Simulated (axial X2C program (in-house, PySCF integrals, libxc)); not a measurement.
**Nuclear properties of SeF⁻**

Calculated with an axial X2C code built on PySCF integrals: two-component X2C with atomic mean-field Coulomb and Gaunt terms, Gaussian nuclei, basis Se dyall-acv3z, F dyall-av3z with contracted cores.

R = 1.847 Å (near the PBE0 minimum at charge -1 of the determinant lowest at the starting distance; the state shown can have its own minimum elsewhere).

Input and command:
```json
{"zs": [34, 9], "q": -1, "bas": ["dyall-acv3z", "dyall-av3z"], "r0": 1.8, "levels": ["PBE0", "HF", "PBE", "TPSSh", "BHandHLYP"], "nst": 3}
```
```bash
python soeom.py task.json out
```

Keys: zs atomic numbers; q charge; bas basis sets; r0 starting distance in Å; levels methods; nst determinants followed.

Determinant lowest in the PBE0 search, Ω = 0 (closed shell), highest spinor 86% Se p, 8% F p, 2% F d:

```json
{"level": "PBE0", "qzz Se (a.u.)": "11.31", "qzz F (a.u.)": "2.60"}
{"level": "HF", "qzz Se (a.u.)": "12.21", "qzz F (a.u.)": "2.41"}
{"level": "PBE", "qzz Se (a.u.)": "10.88", "qzz F (a.u.)": "2.62"}
{"level": "TPSSh", "qzz Se (a.u.)": "11.21", "qzz F (a.u.)": "2.63"}
{"level": "BHandHLYP", "qzz Se (a.u.)": "11.89", "qzz F (a.u.)": "2.53"}
```

Determinant 1.58 eV from it at PBE0 and this distance, Ω = 2 (⟨Sz⟩ = 1.00, ⟨Lz⟩ = 1.00 at PBE0), spin on the atoms Se 0.95, F 0.05:

```
    level  Eeff magnitude (GV/cm)  Ws magnitude Se (kHz)  A∥/gI Se (MHz)  qzz Se (a.u.)  A∥/gI F (MHz)  qzz F (a.u.)
     PBE0                     2.9                  0.661             527           3.33            147          1.32
       HF                    3.87                  0.876             551           3.67            155          1.25
      PBE                    2.48                  0.569             501           3.43            143          1.32
    TPSSh                    2.75                  0.628             523           3.38            143          1.29
BHandHLYP                    3.22                  0.734             571           3.31            155          1.30
```

Eeff is the effective electric field on the electron electric dipole moment in this Ω state and Ws the scalar–pseudoscalar constant of the nucleus named (defined with the proton number Z and per Ω); A∥ (defined per Ω) follows by multiplying with gI = μI/(I μN); qzz is the electric field gradient, eQq0 = 234.96 MHz × Q/barn × qzz. The operators were transformed with the bare-nucleus X2C matrices; with these basis sets, hyperfine constants and field gradients can be off by tens of per cent, and where levels differ in sign neither size nor sign is settled.

Each state is one determinant with collinear spin, which with several unpaired electrons need not be a pure state. Unrestricted Hartree–Fock can overshoot spin polarisation at the nuclei. For an anion, determinants above electron detachment, or with a positive highest level, are held by the basis set. With several open shells hyperfine constants can be off by a factor of several. Open-shell Ω = 0 determinants with evenly filled partner blocks cannot be reached by this program, so the Ω shown need not be the lowest component. The search compared states at one distance, so a state with another bond length can lie lower. Further determinants of the search, some of them spin-mixed, are not shown. PBE0 term energies can be off by some tenths of an eV.
